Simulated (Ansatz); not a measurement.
Stepwise reaction of `C[S][Ge][S]C` with hydrogen, as a gas-phase model of exchange steps in deposition or etching. ΔE in kJ/mol; ΔG adds harmonic PBE0-D4 terms to CCSD(T)/CBS, at 1 bar.

Calculated with Ansatz (gas phase, PBE0-D4/def2-TZVP geometries, no zero-point term in ΔE). CCSD(T)/CBS is the MP2 limit (def2-TZVPP, def2-QZVPP) plus CCSD(T) − MP2 in def2-TZVPP, frozen cores. This one scheme is used for every species. Functionals use def2-TZVPP. B3LYP here is the variant with VWN-RPA as its local correlation; programs differ in this. For Ge outer-core shells are correlated without core-valence functions, which leaves a few kJ/mol of doubt a bond. Scalar relativity is left out up to krypton. Each species was taken in one conformer, which may not be the lowest.

```csv
step,reaction,PBE-D4,B3LYP-D4,ωB97M-V,CCSD(T)/CBS,ΔG(500 K)
1,`C[S][Ge][S]C` + H₂ → `C[S][GeH]` + CH₃SH,90.4,84.4,76.2,83.3,66.3
2,`C[S][GeH]` + H₂ → `[GeH2]` + CH₃SH,124.8,112.8,103.4,112.6,97.9
```

By hand: ΔE of the 2 steps together at CCSD(T)/CBS.

(83.3) + (112.6) = 195.9 kJ/mol, or 97.9 kJ/mol a step.

In ΔE each step is higher than the one before. All are uphill at CCSD(T)/CBS. ΔG lies between 66.3 and 97.9 kJ/mol a step. PBE-D4 differs from CCSD(T)/CBS by 7.1 to 12.2 kJ/mol a step. Isolated molecules leave out the surface, adducts and barriers. Largest T1 diagnostic: 0.015.
